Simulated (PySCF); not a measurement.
## Correlation energy of Cl (chlorine, neutral)

[Ne] 3s2 3p5, 2P determinant. Computed with PySCF 2.14 in x2c-QZVPPall (9s6p4d2f1g, 70 functions), with the spin-free X2C one-electron Hamiltonian (Gaussian nucleus). Frozen: [Ne]; 7 electrons correlated.

```csv
level,correlation energy (mhartree)
CCSD,-198.51
(T),-7.30
CCSD(T),-205.81
```

Diagnostics: T1 = 0.0077, D1 = 0.0244, largest double amplitude 0.047.

Problem. Is a single reference adequate?

Solution. Yes: T1 lies below 0.03 and no double amplitude reaches 0.07.
